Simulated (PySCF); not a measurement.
From one molecule to another.

First species: C₇H₈NP.
Cartesian coordinates in Å at the GFN2-xTB level; atoms count from 1:
```
atom  x, y, z in Å
C1    -0.8563    2.5620    0.4848
C2    -1.0707    1.2750    0.2399
C3     0.0172    0.3097    0.0582
N4     1.2416    0.8298    0.1581
C5     2.3271    0.1048    0.0205
C6     2.3902   -1.2512   -0.2392
P7     0.9828   -2.2393   -0.4278
C8    -0.2642   -1.0374   -0.1978
C9    -1.6769   -1.5444   -0.2928
H10    0.1469    2.9439    0.5600
H11   -1.6668    3.2587    0.6151
H12   -2.0788    0.8964    0.1659
H13    3.2508    0.6657    0.1289
H14    3.3585   -1.7254   -0.3297
H15   -1.6747   -2.6149   -0.4966
H16   -2.2158   -1.3759    0.6397
H17   -2.2179   -1.0457   -1.0971
```

Second species: CF3CH2CF3, C3H2F6.
Cartesian coordinates in Å at the GFN2-xTB level; atoms count from 1:
```xyz
11
C3H2F6 angstrom
F      2.3059   -0.0499   -0.7414
C      1.1693    0.4769   -0.2663
F      1.4609    1.0242    0.9136
F      0.8264    1.4656   -1.0920
C      0.0992   -0.6063   -0.1659
C     -1.2324   -0.0856    0.3673
F     -1.7649    0.8570   -0.4106
F     -1.1328    0.4193    1.5970
F     -2.1214   -1.0862    0.4293
H      0.4607   -1.3891    0.5059
H     -0.0655   -1.0231   -1.1627
```

Levels: wB97X-D/def2-SVPD for dipole moment, HOMO energy, LUMO energy, HOMO–LUMO gap, static isotropic polarisability and electronic spatial extent ⟨r²⟩ about the centre of nuclear charge; TDDFT wB97X-D/def2-SVPD for lowest singlet excitation; TDA wB97X-D/def2-SVPD for lowest triplet excitation (Tamm–Dancoff); GFN2-xTB for rotational constant A and rotational constant C. Geometries: GFN2-xTB. All species are isolated and taken at one optimised geometry, non-relativistic unless stated; the electronic structure was computed with PySCF and density fitting.

Dipoles, sizes and rotational constants follow the conformer. The torsions of the flexible species, by atom-mapped SMILES:
- `[CH2:1]=[CH:2][c:3]1[n:4][cH:5][cH:6][p:7][c:8]1[CH3:9]`: C1–C2–C3–N4 0°
- `[F:1][C:2]([F:3])([F:4])[CH2:5][C:6]([F:7])([F:8])[F:9]`: F1–C2–C5–C6 180°, C2–C5–C6–F7 61°

Which of the two has the higher LUMO energy, and by how much?

The second: 2.13 eV against -0.42 eV, a difference of 2.55 eV.

Which has the higher T1 energy?

The second: 10.95 eV against 3.12 eV, a difference of 7.83 eV.

Which has the higher dipole moment?

The second: 2.10 D against 0.74 D, a difference of 1.36 D.

Which of the two has the higher static isotropic polarisability, and by how much?

The first: 115.9 au against 42.4 au, a difference of 73.5 au.

Which of the two has the higher HOMO–LUMO gap, and by how much?

The second: 15.48 eV against 8.31 eV, a difference of 7.17 eV.

Which of the two has the higher ⟨r²⟩, and by how much?

The first: 1370 bohr² against 1080 bohr², a difference of 290 bohr².

Which has the higher S1 energy?

The second: 11.22 eV against 4.03 eV, a difference of 7.19 eV.

Which has the higher rotational constant A?

The second: 2.948 GHz against 2.300 GHz, a difference of 0.648 GHz.

On the first: The dipole matches unit charges of opposite sign 0.15 Å apart (1 e·Å = 4.8032 D). In wavenumbers S1 is 32500 cm⁻¹ (1 eV = 8065.54 cm⁻¹).

On the second: No computed singlet falls in the visible range (750 to 380 nm, 1.65 to 3.26 eV); S1 lies 7.96 eV above its blue end. S1 lies 4.26 eV below the HOMO–LUMO gap; its leading configuration is HOMO→LUMO, weight 0.91.
